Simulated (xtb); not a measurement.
F3Zr (SMILES [F][Zr+]([F])[F]), charge +1, singlet, from a rough starting geometry (GFN-xTB shapes and energies of metal compounds can be far from the true ones) (the multiplicity is a formal guess); GFN2-xTB (xtb).

xtb was given this input:
```
$ xtb mol.xyz --gfn 2 --chrg 1 --opt vtight --json

# file mol.xyz
4

Zr    -0.01094188     0.47786736     0.13258364
F      1.69806856    -0.24554924    -0.17437622
F     -0.79399112    -0.54912104     1.43830930
F     -0.91731902     0.36168291    -1.41598622
```

It wrote (shortened):

```
   ID    Z sym.   atoms
    1   40 Zr     1
    2    9 F      2-4

           -------------------------------------------------
          |                Calculation Setup                |
           -------------------------------------------------

           -------------------------------------------------
          |                 G F N 2 - x T B                 |
           -------------------------------------------------

          ...................................................
          :                      SETUP                      :
          :.................................................:
          :  # basis functions                  22          :
          :  # atomic orbitals                  21          :
          :  # shells                            9          :
          :  # electrons                        24          :
          :  max. iterations                   250          :
          :  Hamiltonian                  GFN2-xTB          :
          :  restarted?                      false          :
          :  GBSA solvation                  false          :
          :  PC potential                    false          :
          :  electronic temp.          300.0000000     K    :
          :  accuracy                    1.0000000          :
          :  -> integral cutoff          0.2500000E+02      :
          :  -> integral neglect         0.1000000E-07      :
          :  -> SCF convergence          0.1000000E-05 Eh   :
          :  -> wf. convergence          0.1000000E-03 e    :
          :  Broyden damping             0.4000000          :
          :  net charge                          1          :
          :  unpaired electrons                  0          :
          ...................................................

 iter      E             dE          RMSdq      gap      omega  full diag
   1    -15.5106224 -0.155106E+02  0.175E+01    3.18       0.0  T
   2    -15.5668621 -0.562397E-01  0.125E+01    4.71       1.0  T
   3    -15.5655742  0.128794E-02  0.162E+00    4.18       1.0  T
   4    -15.5685460 -0.297182E-02  0.627E-01    4.56       1.0  T
   5    -15.5685506 -0.460684E-05  0.242E-01    4.58       1.0  T
   6    -15.5685522 -0.159636E-05  0.551E-02    4.60       1.0  T
   7    -15.5685524 -0.197023E-06  0.380E-02    4.59       1.3  T
   8    -15.5685528 -0.389582E-06  0.537E-03    4.60       9.3  T
   9    -15.5685528 -0.139045E-08  0.116E-03    4.60      43.3  T
  10    -15.5685528  0.243681E-10  0.235E-04    4.60     213.2  T
  11    -15.5685528 -0.361098E-10  0.555E-05    4.60     900.5  T

   *** convergence criteria satisfied after 11 iterations ***

         :::::::::::::::::::::::::::::::::::::::::::::::::::::
         ::                     SUMMARY                     ::
         :::::::::::::::::::::::::::::::::::::::::::::::::::::
         :: total energy             -15.531521596224 Eh    ::
         :: gradient norm              0.032526518257 Eh/a0 ::
         :: HOMO-LUMO gap              4.596124611830 eV    ::
         ::.................................................::
         :: SCC energy               -15.568552648633 Eh    ::
         :: -> isotropic ES            0.201628074311 Eh    ::
         :: -> anisotropic ES          0.005778424476 Eh    ::
         :: -> anisotropic XC         -0.010049870380 Eh    ::
         :: -> dispersion             -0.001481172957 Eh    ::
         :: repulsion energy           0.037031052409 Eh    ::
         :: add. restraining           0.000000000000 Eh    ::
         :: total charge               1.000000000000 e     ::
         :::::::::::::::::::::::::::::::::::::::::::::::::::::

      -----------------------------------------------------------
     |                   =====================                   |
     |                        A N C O P T                        |
     |                   =====================                   |
[...]
 * total energy  :   -15.5315216 Eh     change       -0.2486900E-13 Eh
 * total energy  :   -15.5325720 Eh     change       -0.1050395E-02 Eh
 * total energy  :   -15.5328549 Eh     change       -0.2829036E-03 Eh
 * total energy  :   -15.5328581 Eh     change       -0.3192604E-05 Eh
 * total energy  :   -15.5328584 Eh     change       -0.2695903E-06 Eh
 * total energy  :   -15.5328584 Eh     change       -0.1363384E-07 Eh
   *** GEOMETRY OPTIMIZATION CONVERGED AFTER 6 ITERATIONS ***
         :: total energy             -15.532858370987 Eh    ::
[...]

           -------------------------------------------------
          |                Property Printout                |
           -------------------------------------------------

    * Orbital Energies and Occupations

         #    Occupation            Energy/Eh            Energy/eV
      -------------------------------------------------------------
         1        2.0000           -1.1677088             -31.7750
         2        2.0000           -1.1163593             -30.3777
         3        2.0000           -1.1163565             -30.3776
         4        2.0000           -0.8155466             -22.1922
         5        2.0000           -0.7845679             -21.3492
         6        2.0000           -0.7797767             -21.2188
         7        2.0000           -0.7797762             -21.2188
         8        2.0000           -0.7726556             -21.0250
         9        2.0000           -0.7726552             -21.0250
        10        2.0000           -0.7694832             -20.9387
        11        2.0000           -0.7694819             -20.9387
        12        2.0000           -0.7663926             -20.8546 (HOMO)
        13                         -0.5924777             -16.1221 (LUMO)
        14                         -0.5656993             -15.3935
        15                         -0.5656986             -15.3934
        16                         -0.5154253             -14.0254
        17                         -0.5154237             -14.0254
        18                         -0.4443223             -12.0906
        19                          0.0001315               0.0036
        20                          0.0653757               1.7790
        21                          0.0653927               1.7794
      -------------------------------------------------------------
                  HL-Gap            0.1739149 Eh            4.7325 eV
             Fermi-level           -0.6794352 Eh          -18.4884 eV

     #   Z          covCN         q      C6AA      α(0)
     1  40 Zr       1.923     1.688   393.673    45.442
     2   9 F        0.641    -0.229    11.571     4.014
     3   9 F        0.641    -0.229    11.571     4.014
     4   9 F        0.641    -0.229    11.571     4.014

 Mol. C6AA /au·bohr⁶  :        843.545695
 Mol. C8AA /au·bohr⁸  :      85472.904183
 Mol. α(0) /au        :         57.484770

Wiberg/Mayer (AO) data.
largest (>0.10) Wiberg bond orders for each atom

 ---------------------------------------------------------------------------
     #   Z sym  total        # sym  WBO       # sym  WBO       # sym  WBO
 ---------------------------------------------------------------------------
     1  40 Zr   3.573 --     3 F    1.191     2 F    1.191     4 F    1.191
     2   9 F    1.305 --     1 Zr   1.191
     3   9 F    1.305 --     1 Zr   1.191
     4   9 F    1.305 --     1 Zr   1.191
 ---------------------------------------------------------------------------

Topologies differ in total number of bonds
Writing topology from bond orders to xtbtopo.mol

molecular dipole:
                 x           y           z       tot (Debye)
 q only:        0.123       1.803       0.550
   full:        0.215       3.016       0.931       8.042
molecular quadrupole (traceless):
                xx          xy          yy          xz          yz          zz
 q only:       -2.542       0.497       4.452       0.153       2.164      -1.910
  q+dip:       -3.817       0.741       6.689       0.227       3.243      -2.872
   full:       -5.260       1.042       9.205       0.322       4.494      -3.945

optimized geometry written to: xtbopt.xyz

           -------------------------------------------------
          | TOTAL ENERGY              -15.532858370987 Eh   |
          | GRADIENT NORM               0.000007437335 Eh/α |
          | HOMO-LUMO GAP               4.732464374262 eV   |
           -------------------------------------------------

normal termination of xtb
```
